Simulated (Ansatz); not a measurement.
Ti₃Si₅ (the lowest singlet isomer of a short search) was relaxed with PBE-D4 (def2-SVP) in Ansatz in these states: neutral quintet, neutral triplet. The geometries follow in no particular order.

A:

| atom | x (Å) | y (Å) | z (Å) |
| --- | --- | --- | --- |
| Ti1 | 1.020 | -0.411 | -1.545 |
| Ti2 | 2.762 | -0.746 | -0.257 |
| Ti3 | 0.659 | -0.827 | 1.147 |
| Si4 | -2.808 | 0.632 | -0.488 |
| Si5 | -1.159 | -1.211 | -0.515 |
| Si6 | -0.526 | 1.173 | -0.203 |
| Si7 | -1.684 | -0.056 | 1.598 |
| Si8 | 1.736 | 1.445 | 0.262 |

B:

```xyz
8

Ti   -1.046   -1.104    1.143
Ti    0.673   -2.744    0.730
Ti    1.412   -0.546    0.116
Si   -1.111    2.679   -0.387
Si   -0.082    1.165    1.289
Si   -0.671    0.479   -1.047
Si    1.294    1.891   -0.580
Si   -0.468   -1.820   -1.264
```

Question: Judge from the bond lengths which geometry belongs to which state (an estimate).

Answer: A is the neutral triplet (Ti1–Ti2 2.192 Å, Ti1–Si6 2.588 Å, Ti2–Ti3 2.530 Å); B is the neutral quintet (Ti1–Ti2 2.412 Å, Ti1–Si6 2.728 Å, Ti2–Ti3 2.399 Å).

At PBE0-D4/def2-TZVP a triplet lies 0.31 eV below the neutral quintet. These are the stationary points nearest to one start from a short search; other shapes may lie lower in each state.
